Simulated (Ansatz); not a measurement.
Consider the atomization: `S[SiH](Cl)CCl` → C• + 2 Cl• + 4 H• + S• + Si•.

Program: Ansatz. Geometries: PBE0-D4/def2-TZVP. ΔE: electronic, gas phase. CCSD(T)/CBS is the MP2 limit (def2-TZVPP, def2-QZVPP) plus CCSD(T) − MP2 in def2-TZVPP, frozen cores. This one scheme is used for every species, atoms too. DFT in def2-TZVPP. B3LYP here is the variant with VWN-RPA as its local correlation; programs differ in this. Open shells (•) are unrestricted, without spin–orbit coupling. Spin–orbit coupling would lower the free atoms: a little for C, Cl, S, Si. Each species was taken in one conformer, which may not be the lowest.

| species | B3LYP energy (Eh) |
| --- | --- |
| `S[SiH](Cl)CCl` | -1648.82105 |
| C• | -37.85948 |
| Cl• | -460.16701 |
| H• | -0.50215 |
| S• | -398.13240 |
| Si• | -289.39209 |

Work out ΔE.

ΔE = 4 × (-0.50215) + 2 × (-460.16701) + (-37.85948) + (-398.13240) + (-289.39209) − (-1648.82105) = 1.09446 Eh = +2873.5 kJ/mol. CCSD(T)/CBS gives +2953.0 kJ/mol.

What do rigid-rotor, harmonic-oscillator terms from PBE0-D4/def2-TZVP frequencies (298.15 K, 1 bar) make of the CCSD(T)/CBS value? (An estimate is asked.)

Ansatz gave: ΔZPE = -128.4 kJ/mol, ΔH = +2857.8 kJ/mol, ΔS = 919 J/(mol·K), ΔG = +2583.7 kJ/mol. Open shells count their whole term as degenerate.

Largest T1 diagnostic among the species: 0.012.

Leaving LDA and LC-ωPBE aside and taking each functional with its dispersion term where it has one, the values, not all of them listed here, spread over 133.2 kJ/mol, from BHLYP-D4 to PBE-D4. LDA lies +405.1 kJ/mol from PBE without D4, its usual overbinding. The D4 term adds +47.7 kJ/mol with B3LYP and +25.1 kJ/mol with PBE0; it sums over pairs of atoms, weighted by their polarisabilities, and B3LYP, whose exchange is more repulsive, gets the larger term.

For atomizations the MP2-based limit and the directly extrapolated one differ by several kJ/mol either way, and by 10 to 25 for some Ge, Se and Sn compounds, so smaller differences from it don't rank the levels.
